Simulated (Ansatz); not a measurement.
Program: Ansatz. Geometries: PBE0-D4/def2-TZVP. ΔE: electronic, gas phase. CCSD(T)/CBS is the MP2 limit (def2-TZVPP, def2-QZVPP) plus CCSD(T) − MP2 in def2-TZVPP, frozen cores. This one scheme is used for every species. DFT in def2-TZVPP. Elements past krypton have def2 core potentials. For In outer-core shells are correlated without core-valence functions, which leaves a few kJ/mol of doubt a bond. Each species was taken in one conformer, which may not be the lowest.

Consider the redistribution: `[F][In]([SH])[O][SiH3]` + `PS` → `[F][In]([SH])[SH]` + `[SiH3]OP`.

| level | ΔE (kJ/mol) | difference from CCSD(T)/CBS |
| --- | --- | --- |
| revPBE-D4 | -28.4 | 0.9 |
| r2SCAN0-D4 | -35.8 | -6.5 |
| r2SCAN | -31.7 | -2.4 |
| r2SCANh | -33.4 | -4.1 |
| LC-ωPBE | -31.0 | -1.7 |
| RPA@PBE/def2-TZVPP | -32.8 | -3.5 |
| MP2/def2-SVP | -25.7 | 3.6 |
| CCSD/def2-SVP | -29.8 | -0.5 |
| HF/def2-TZVPP | -45.3 | -16.0 |
| SCS-MP2/def2-TZVPP | -32.8 | -3.5 |
| CCSD(T)/CBS | -29.3 | 0 |

Largest T1 diagnostic among the species: 0.015.

From BLYP to BHLYP (50 % exact exchange), in def2-TZVPP and without D4, ΔE moves by −8.5 kJ/mol. Leaving LDA and LC-ωPBE aside and taking each functional with its dispersion term where it has one, the values, not all of them listed here, spread over 13.7 kJ/mol, from BHLYP-D4 to revPBE-D4. LDA lies −7.7 kJ/mol from PBE without D4. In def2-TZVPP, CCSD(T) changes the Hartree–Fock value by +13.0 kJ/mol (the triples alone add +2.4 kJ/mol) and MP2 by +13.5 kJ/mol.
